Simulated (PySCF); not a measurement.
Numbering as in the mapped SMILES `[CH3:1][C:2](=[O:3])[CH:4]([CH3:5])[C:6]([CH3:7])=[O:8]` (H(Xn): hydrogen on atom n).

Theory: PBE0-D3(BJ)/def2-SVP structure, shieldings: GIAO PBE0/pcSseg-1, J: B3LYP/pcJ-1 (without the spin–dipole term), in PySCF 2.14.0 with density-fitted response routines (a single conformation, no solvent model, one averaged value for each set of equivalent atoms, non-relativistic Hamiltonian).

Chemical shifts δ = σref − σ; TMS for 1H, all at this level.

The spectrum was simulated from the full spin Hamiltonian at 200 MHz with 1.2 Hz Lorentzian lines, from shifts rounded to 0.01 ppm and J to 0.1 Hz, couplings under 1 Hz left out.

(1) List the maxima of its 1H spectrum with integrals.

(2) Summarise it as multiplets with assignments.

Results:

(1) 
```csv
region,integral (H),ppm,Hz,height
1,1,3.449,689.8,2
1,,3.410,682.0,6
1,,3.371,674.2,6
1,,3.332,666.4,2
2,6,2.130,426.0,100
3,3,1.299,259.9,25
3,,1.260,252.1,24
```

(2) 1H NMR (200 MHz, computed): δ 3.39 (q, J = 7.8 Hz, 1H, H(C4)), 2.13 (s, 6H, H(C1)/H(C7)), 1.28 (d, J = 7.8 Hz, 3H, H(C5)). These are first-order names; overlap and second-order distortion can hide them in the list.

Multiplet labels drop couplings under 1 Hz and merge nearly equal ones. Unscaled 3J(H,H) at this level run about 10 % above measured values.
